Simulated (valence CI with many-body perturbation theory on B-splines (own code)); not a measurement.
Tc²⁸⁺: calculated level list

Level of theory: valence CI with perturbative core correlation (CI+MBPT): five valence electrons over a frozen Dirac-Fock core [Ne], a basis of 9 s, 9 p, 8 d, 6 f, 3 g, 1 h functions for each j, with the one-electron correlation potential Σ1 (screened to all orders), the two-electron term Σ2, the three-electron term Σ3, Breit, model QED; selected single and double excitations, second order for the rest (own B-spline code, finite nucleus).

No measured spectrum was set against this ion. As an estimate, large intervals hold to a few tenths of a per cent, small ones and those within an open d or f shell to about a per cent. Among the levels kept, up to 610 cm⁻¹ of a level comes from second order outside the variational space, and about a tenth of that is noise between levels of different J, which matters for small intervals.

Levels 1 to 45 of 49, with energies above the lowest level, (3s^2 3p1/2^2 3p3/2) J=3/2. "Leading %" is the weight of the configuration and term that name the level; weights of strongly mixed levels are sums over their largest components and can fall short. In the jj column 3d3/2^4 stands for four electrons in 3d with j = 3/2. Lifetimes count E1, E2, E3, M1 and M2 decay at the calculated energies, and are blank where another channel may lead or the interval is too uncertain; long ones can be off by a factor of two.

```
No.  Configuration  Term    J  E (cm⁻¹)  Leading %  Lifetime    Second component                     Leading jj
  1        3s2 3p3   4S°  3/2         0         44              35 % 3s2 3p3 2P°      3s^2 3p1/2^2 3p3/2 (92 %)
  2        3s2 3p3   2D°  3/2    176890         51   8.32 μs    43 % 3s2 3p3 4S°      3s^2 3p1/2 3p3/2^2 (93 %)
  3        3s2 3p3   2D°  5/2    222940         98   42.2 μs                          3s^2 3p1/2 3p3/2^2 (98 %)
  4        3s2 3p3   2P°  1/2    282250         97   6.81 μs                          3s^2 3p1/2 3p3/2^2 (97 %)
  5        3s2 3p3   2P°  3/2    459080         58   2.58 μs    28 % 3s2 3p3 2D°            3s^2 3p3/2^3 (95 %)
  6         3s 3p4    4P  5/2    763040         75    140 ps      12 % 3s 3p4 2D      3s 3p1/2^2 3p3/2^2 (83 %)
  7         3s 3p4    4P  3/2    846190         30   84.5 ps      17 % 3s 3p4 2D      3s 3p1/2^2 3p3/2^2 (44 %)
  8         3s 3p4    4P  1/2    879230         57   48.8 ps      28 % 3s 3p4 2S      3s 3p1/2^2 3p3/2^2 (68 %)
  9     3s2 3p2 3d    4F  3/2    928380         37   79.1 ps      34 % 3s 3p4 4P      3s^2 3p1/2^2 3d3/2 (50 %)
 10     3s2 3p2 3d    4F  5/2    990350         41   56.2 ps  23 % 3s2 3p2 3d 4D      3s^2 3p1/2^2 3d5/2 (69 %)
 11         3s 3p4    2D  3/2    997220         37   39.5 ps      18 % 3s 3p4 4P        3s 3p1/2 3p3/2^3 (46 %)
 12         3s 3p4    2D  5/2   1032800         55    101 ps  21 % 3s2 3p2 3d 2D        3s 3p1/2 3p3/2^3 (60 %)
 13     3s2 3p2 3d    2P  3/2   1055900         33    190 ps  20 % 3s2 3p2 3d 4F  3s^2 3p1/2 3p3/2 3d3/2 (69 %)
 14     3s2 3p2 3d    4D  1/2   1065200         45   69.5 ps  23 % 3s2 3p2 3d 2P  3s^2 3p1/2 3p3/2 3d3/2 (72 %)
 15     3s2 3p2 3d    2F  5/2   1080300         59    362 ps  32 % 3s2 3p2 3d 4F  3s^2 3p1/2 3p3/2 3d3/2 (80 %)
 16     3s2 3p2 3d    4F  7/2   1109500         64   2.28 ns  20 % 3s2 3p2 3d 2G  3s^2 3p1/2 3p3/2 3d3/2 (64 %)
 17     3s2 3p2 3d    4D  7/2   1125100         49   3.70 μs  34 % 3s2 3p2 3d 2F  3s^2 3p1/2 3p3/2 3d5/2 (84 %)
 18     3s2 3p2 3d    4D  1/2   1142100         42   18.9 ps      18 % 3s 3p4 2P        3s 3p1/2 3p3/2^3 (30 %)
 19     3s2 3p2 3d    4D  3/2   1160400         50   24.8 ps      12 % 3s 3p4 2D  3s^2 3p1/2 3p3/2 3d5/2 (33 %)
 20     3s2 3p2 3d    4F  9/2   1166500         60            38 % 3s2 3p2 3d 2G  3s^2 3p1/2 3p3/2 3d5/2 (91 %)
 21     3s2 3p2 3d    4D  5/2   1186500         28   17.1 ps  18 % 3s2 3p2 3d 4F  3s^2 3p1/2 3p3/2 3d5/2 (67 %)
 22         3s 3p4    2P  3/2   1245100         30   3.43 ps  14 % 3s2 3p2 3d 2P  3s^2 3p1/2 3p3/2 3d3/2 (42 %)
 23     3s2 3p2 3d    2G  7/2   1251000         57   38.6 ps  15 % 3s2 3p2 3d 4F  3s^2 3p1/2 3p3/2 3d5/2 (55 %)
 24     3s2 3p2 3d    4P  5/2   1251800         42   4.73 ps  23 % 3s2 3p2 3d 4D  3s^2 3p1/2 3p3/2 3d3/2 (39 %)
 25     3s2 3p2 3d    4P  1/2   1266500         45   4.77 ps  26 % 3s2 3p2 3d 2P  3s^2 3p1/2 3p3/2 3d3/2 (52 %)
 26     3s2 3p2 3d    2P  3/2   1281900         34   4.71 ps  29 % 3s2 3p2 3d 4P  3s^2 3p1/2 3p3/2 3d5/2 (42 %)
 27     3s2 3p2 3d    2P  1/2   1295500         34   12.2 ps      17 % 3s 3p4 2S              3s 3p3/2^4 (37 %)
 28     3s2 3p2 3d    2D  3/2   1313500         72   14.4 ps   7 % 3s2 3p2 3d 4P  3s^2 3p1/2 3p3/2 3d5/2 (60 %)
 29     3s2 3p2 3d    2D  5/2   1330600         55   4.50 ps  36 % 3s2 3p2 3d 2F  3s^2 3p1/2 3p3/2 3d5/2 (53 %)
 30     3s2 3p2 3d    2F  7/2   1353400         48    311 ps  37 % 3s2 3p2 3d 4D      3s^2 3p3/2^2 3d5/2 (95 %)
 31     3s2 3p2 3d    2G  9/2   1377600         60   5.69 μs  38 % 3s2 3p2 3d 4F      3s^2 3p3/2^2 3d5/2 (90 %)
 32     3s2 3p2 3d    2P  1/2   1391500         48   5.48 ps  29 % 3s2 3p2 3d 2S  3s^2 3p1/2 3p3/2 3d5/2 (65 %)
 33     3s2 3p2 3d    2P  1/2   1421600         41   4.01 ps  25 % 3s2 3p2 3d 4P      3s^2 3p3/2^2 3d3/2 (65 %)
 34     3s2 3p2 3d    2D  3/2   1438400         41   3.59 ps  19 % 3s2 3p2 3d 4P      3s^2 3p3/2^2 3d3/2 (70 %)
 35     3s2 3p2 3d    2D  5/2   1439400         26   3.86 ps  16 % 3s2 3p2 3d 2F      3s^2 3p3/2^2 3d3/2 (58 %)
 36     3s2 3p2 3d    2F  7/2   1475500         83   4.00 ps  11 % 3s2 3p2 3d 2G      3s^2 3p3/2^2 3d3/2 (71 %)
 37     3s2 3p2 3d    2D  5/2   1497100         85    149 ps   9 % 3s2 3p2 3d 4D      3s^2 3p3/2^2 3d5/2 (92 %)
 38     3s2 3p2 3d    2P  3/2   1519800         46   4.63 ps  32 % 3s2 3p2 3d 2D      3s^2 3p3/2^2 3d3/2 (46 %)
 39     3s2 3p2 3d    2S  1/2   1569100         31   3.75 ps      18 % 3s 3p4 2S              3s 3p3/2^4 (38 %)
 40     3s2 3p2 3d    2D  3/2   1579500         72   5.16 ps  18 % 3s2 3p2 3d 2P      3s^2 3p3/2^2 3d5/2 (58 %)
 41     3s2 3p2 3d    2D  5/2   1596400         56   4.45 ps  33 % 3s2 3p2 3d 2F      3s^2 3p3/2^2 3d5/2 (77 %)
 42      3s 3p3 3d   6D°  1/2   1627800         77    362 ps  16 % 3s 3p3 3d 4P°  3s 3p1/2^2 3p3/2 3d3/2 (64 %)
 43      3s 3p3 3d   6D°  5/2   1628200         62    255 ps  12 % 3s 3p3 3d 4F°  3s 3p1/2^2 3p3/2 3d3/2 (65 %)
 44      3s 3p3 3d   6D°  3/2   1629200         71    226 ps   9 % 3s 3p3 3d 4P°  3s 3p1/2^2 3p3/2 3d3/2 (65 %)
 45      3s 3p3 3d   6D°  7/2   1636500         63    438 ps  14 % 3s 3p3 3d 4D°  3s 3p1/2^2 3p3/2 3d3/2 (43 %)
```

The ionisation energy to 3s2 3p2 3P_0 of the next ion comes out as 1546.5 eV (NIST: 1559 ± 6 eV (semi-empirical), further off than twice its uncertainty). All 49 levels together are meant to be complete up to 1735100 cm⁻¹.
